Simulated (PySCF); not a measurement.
Cartesian coordinates (Å):
```xyz
10

Ti     0.0576     0.0064     0.2436
O     -1.0193     0.1984    -1.1936
H     -1.9904     0.2358    -1.2081
O      0.9556    -1.5681     0.2659
H      1.1386    -2.1333    -0.5038
O     -0.9327     0.1159     1.7599
H     -0.8813     0.8300     2.4169
N      1.3273     1.4070     0.1961
H      2.2971     1.3290     0.5147
H      1.1977     2.2951    -0.2968
```
Charge 0, multiplicity 1.

Question: What dipole moment, LUMO and HOMO–LUMO gap does PBE-D3(BJ)/def2-TZVP // TPSS-D3(BJ)/def2-SVP run with PySCF give?

Answer: 
```json
{
 "dipole_moment": "1.62 D",
 "LUMO": "-2.13 eV",
 "HOMO–LUMO gap": "3.84 eV"
}
```
